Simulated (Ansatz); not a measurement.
C2H7O, SMILES CC[OH2+], charge +1.

Geometry optimised at B3LYP-D3(BJ)/def2-TZVP. The isomer is the one that the SMILES or the coordinates give; other isomers of the formula were not compared.

Two levels are set side by side: PBE/def2-SVPD (Ansatz, a program for electronic structure) and PBE0/def2-SVPD (Ansatz). Energy differences of separate SCF runs at the same geometry; the states with an electron removed or added have multiplicity 2 and 2. Differences are taken from unrounded values.

| quantity | PBE0 |
|---|---|
| vertical ionisation energy (eV) | 18.57 |
| vertical electron affinity (eV) | 4.15 |
| vertical singlet–triplet gap (eV) | 8.58 |

Question: What does PBE give, and how far is it from PBE0? (Estimate from the structure and the level; the computed values follow.)

Answer: 
```csv
quantity,PBE,PBE minus PBE0
vertical ionisation energy (eV),18.21,-0.36
vertical electron affinity (eV),4.34,0.19
vertical singlet–triplet gap (eV),7.90,-0.67
```
